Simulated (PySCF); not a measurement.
In(Br)(Me)2 (C2H6BrIn), SMILES [CH3][In]([CH3])[Br]. Atoms are numbered in the order given.

```xyz
10

In     0.5689     0.4538     0.0513
Br    -1.4185    -1.1328    -0.1327
C      0.2371     2.2704    -1.0871
H      1.1856     2.6766    -1.4665
H     -0.2350     3.0152    -0.4282
H     -0.4424     2.0481    -1.9209
C      2.1202    -0.3860     1.3137
H      2.9567     0.3140     1.4464
H      2.4822    -1.3141     0.8474
H      1.6796    -0.6330     2.2905
```
Charge 0, spin multiplicity 1.

The structure is a stationary point at B3LYP-D3(BJ)/def2-SVP. The structure was generated by enumeration; whether it is a known compound was not checked. The def2 effective core potentials stand for the cores of In; spin–orbit coupling is left out.

The numbers are results of TDA-LC-ωPBE/def2-SVPD in PySCF 2.14.0, not measurements.

Vertical excitations. The molecule is in vacuum.

| state | energy (eV) | λ (nm) | f | main pairs |
|---|---|---|---|---|
| S1 | 5.44 | 228 | 0.000 | HOMO→LUMO 85 % |
| S2 | 6.27 | 198 | 0.000 | HOMO−2→LUMO 88 % |
| S3 | 6.34 | 195 | 0.140 | HOMO→LUMO+1 48 %, HOMO→LUMO+2 35 % |
| S4 | 6.47 | 192 | 0.005 | HOMO−1→LUMO 83 % |
| S5 | 6.49 | 191 | 0.000 | HOMO−3→LUMO 82 % |
| S6 | 6.58 | 188 | 0.053 | HOMO−1→LUMO+1 46 %, HOMO−1→LUMO+2 39 %, HOMO−2→LUMO 7 % |
| S7 | 7.21 | 172 | 0.293 | HOMO−3→LUMO+1 41 %, HOMO→LUMO+1 29 %, HOMO→LUMO+2 14 % |
| S8 | 7.48 | 166 | 0.518 | HOMO−2→LUMO+1 73 % |
| S9 | 7.78 | 159 | 0.046 | HOMO−3→LUMO+2 33 %, HOMO→LUMO+2 31 %, HOMO−3→LUMO+1 19 % |
| S10 | 8.14 | 152 | 0.000 | HOMO→LUMO+3 46 %, HOMO−3→LUMO+2 16 %, HOMO→LUMO+5 11 % |
| T1 | 5.17 | 240 | 0 | HOMO→LUMO 76 %, HOMO−3→LUMO 20 % |
| T2 | 5.41 | 229 | 0 | HOMO→LUMO+1 45 %, HOMO→LUMO+2 20 %, HOMO→LUMO+3 10 %, HOMO−3→LUMO+1 8 % |
| T3 | 5.87 | 211 | 0 | HOMO−2→LUMO 79 % |
| T4 | 5.93 | 209 | 0 | HOMO−1→LUMO 79 % |
Triplets are in the Tamm–Dancoff approximation.
